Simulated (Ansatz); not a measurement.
CH$_{5}$BO$_{2}$ (`BC(O)O`), relaxed with RKS PBE0-D4/def2-TZVP in Ansatz 0.2.0 from a PBE-D4/def2-SVP geometry. The force threshold is 0.005 eV/Å; the program also tests the step.

Charge 0, multiplicity 1.

Start:

```xyz
9

B    -0.562   -0.584   -0.764
C     0.045   -0.084    0.586
O     0.530    0.653   -0.794
O    -0.618    0.778    1.377
H    -0.111   -1.597   -1.273
H    -1.665   -0.178   -1.072
H     0.974   -0.510    1.021
H     1.397    0.272   -1.040
H     0.010    1.251    1.960
```

```tsv
step	energy (eV)	largest force (eV/Å)	largest move (Å)
1	-5883.5982	0.705	0.000
2	-5883.6336	0.314	0.019
3	-5883.6419	0.199	0.016
4	-5883.6453	0.091	0.016
5	-5883.6464	0.133	0.010
6	-5883.6470	0.056	0.025
7	-5883.6475	0.041	0.011
8	-5883.6475	0.025	0.006
9	-5883.6476	0.020	0.004
10	-5883.6476	0.003	0.001
```

End:

```xyz
9

B    -0.577   -0.602   -0.753
C     0.053   -0.079    0.557
O     0.520    0.642   -0.751
O    -0.596    0.782    1.366
H    -0.110   -1.583   -1.258
H    -1.648   -0.189   -1.079
H     0.946   -0.528    0.996
H     1.386    0.305   -1.008
H     0.026    1.253    1.930
```

Run time 30 s (2 threads of an Arm Neoverse V1 on a shared host); peak host memory 0.28 GiB.
